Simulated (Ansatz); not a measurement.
`FC(F)OC(F)F` + H₂ → `FCF` + `OC(F)F` at 400 K and 1 bar (hydrogenolysis of a C–O bond).

Calculated with Ansatz (gas phase, PBE0-D4/def2-TZVP geometries, no zero-point term in ΔE). CCSD(T)/CBS adds triple-zeta CCSD(T) − MP2 to the extrapolated MP2 energy (def2 sets, frozen cores). This one scheme is used for every species. Each species was taken in one conformer, which may not be the lowest.

```json
{"species": "`FC(F)OC(F)F`", "CCSD(T)/CBS energy (Eh)": "-551.64031", "H − E (kJ/mol)": "163.9", "S (J/(mol·K))": "380.9"}
{"species": "H₂", "CCSD(T)/CBS energy (Eh)": "-1.17544", "H − E (kJ/mol)": "38.0", "S (J/(mol·K))": "139.0"}
{"species": "`FCF`", "CCSD(T)/CBS energy (Eh)": "-238.82660", "H − E (kJ/mol)": "101.8", "S (J/(mol·K))": "260.0"}
{"species": "`OC(F)F`", "CCSD(T)/CBS energy (Eh)": "-314.01610", "H − E (kJ/mol)": "117.8", "S (J/(mol·K))": "293.0"}
```

H − E and S are ideal-gas, rigid-rotor, harmonic terms from PBE0-D4/def2-TZVP, for one conformer and one mirror image of each species. The MP2-based limit puts H₂ 0.8 mEh under its directly extrapolated value; such offsets cancel only in part. 1 Eh = 2625.50 kJ/mol, R = 8.31446 J/(mol·K).

Question: By hand: ΔE, ΔH, ΔS and ΔG.

Answer: ΔE = (-238.82660) + (-314.01610) − (-551.64031) − (-1.17544) = -0.02695 Eh = -70.8 kJ/mol. Δ(H − E) = 101.8 + 117.8 − 163.9 − 38.0 = 17.7, so ΔH = -53.1 kJ/mol. ΔS = 260.0 + 293.0 − 380.9 − 139.0 = 33.1 J/(mol·K). ΔG = -53.1 − 400 × (33.1)/1000 = -66.3 kJ/mol.

Question: By hand: the equilibrium constant, and the temperature at which ΔG would vanish if ΔH and ΔS stayed fixed.

Answer: log₁₀ K = −ΔG/(RT ln 10) = 8.7. ΔH and −TΔS have one sign here, so there is no such temperature.

ΔH outweighs TΔS. A doubt of 5 kJ/mol in ΔE shifts log₁₀ K by 0.7 here. Other conformers and mirror images would add mixing entropy, several J/(mol·K) or more a flexible species. Modes under 60 cm⁻¹, often nearly free rotors, make the harmonic entropy too high. These are equilibria of isolated gas molecules and say nothing of rates. Largest T1 diagnostic: 0.012 (customary marks: 0.02 for closed shells, 0.045 for open ones).
